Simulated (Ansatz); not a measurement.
`[Br][Ag]` + HCl → `[Cl][Ag]` + HBr at 298.15 K and 1 bar (ligand exchange at the Ag–Br bond).

Gas-phase electronic energies from Ansatz, PBE0-D4/def2-TZVP geometries. CCSD(T)/CBS is the MP2 limit (def2-TZVPP, def2-QZVPP) plus CCSD(T) − MP2 in def2-TZVPP, frozen cores. This one scheme is used for every species. def2 core potentials past Kr. For Ag, Br outer-core shells are correlated without core-valence functions, which leaves a few kJ/mol of doubt a bond. Scalar relativity is left out up to krypton.

| species | CCSD(T)/CBS energy (Eh) | H − E (kJ/mol) | S (J/(mol·K)) |
| --- | --- | --- | --- |
| `[Br][Ag]` | -2720.28144 | 11.4 | 257.3 |
| HCl | -460.38127 | 26.6 | 186.8 |
| `[Cl][Ag]` | -606.73060 | 11.7 | 246.2 |
| HBr | -2573.91920 | 24.6 | 198.6 |

H − E and S are ideal-gas, rigid-rotor, harmonic terms from PBE0-D4/def2-TZVP. 1 Eh = 2625.50 kJ/mol, R = 8.31446 J/(mol·K).

Q: By hand: ΔE, ΔH, ΔS and ΔG.

A: ΔE = (-606.73060) + (-2573.91920) − (-2720.28144) − (-460.38127) = 0.01291 Eh = 33.9 kJ/mol. Δ(H − E) = 11.7 + 24.6 − 11.4 − 26.6 = -1.7, so ΔH = 32.2 kJ/mol. ΔS = 246.2 + 198.6 − 257.3 − 186.8 = 0.7 J/(mol·K). ΔG = 32.2 − 298.15 × (0.7)/1000 = 32.0 kJ/mol.

Q: By hand: the equilibrium constant, and the temperature at which ΔG would vanish if ΔH and ΔS stayed fixed.

A: log₁₀ K = −ΔG/(RT ln 10) = -5.6. ΔG = 0 at ΔH/ΔS = 46000 K, far beyond where these terms or the molecules hold.

The number of gas molecules stays the same, so ΔS is small and ΔH decides. A doubt of 5 kJ/mol in ΔE shifts log₁₀ K by 0.9 here. These are equilibria of isolated gas molecules and say nothing of rates. Largest T1 diagnostic: 0.018 (customary marks: 0.02 for closed shells, 0.045 for open ones).
